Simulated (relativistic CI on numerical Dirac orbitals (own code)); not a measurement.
Calculated at this level of theory: Dirac equation for one electron, model QED (radiative potential, 1s self-energy scaled to tabulated hydrogen-like ionisation energies) (own radial code, finite nucleus).

The strongest absorption lines from the ground level of an ion, among the configurations computed and to levels below about 5320 eV (vacuum wavelength in Å, gf): 2.3312 (0.01), 2.3608 (0.018), 2.4172 (0.038), 2.4177 (0.019), 2.5490 (0.1), 2.5501 (0.052), 3.0185 (0.55), 3.0239 (0.28).

(1) Which ion is it?
A. Ca17+
B. Ca19+
C. Ti21+
D. S15+

Answers

(1) B. Ca19+ has 1 electrons and the ground level 1s 2S_1/2; the strongest line goes to 2p 2P°_3/2. The pattern of lines fixes the number of electrons, and along that sequence the line energies rise steadily with the charge (about as its square where n changes within one kind of shell, about linearly where n is kept but much faster in heavy ions where fine structure, which grows about as Z⁴, sets the gap, and irregularly where shells cross), which fixes Z. Configurations outside the model, such as inner-shell arrays, can give stronger lines.
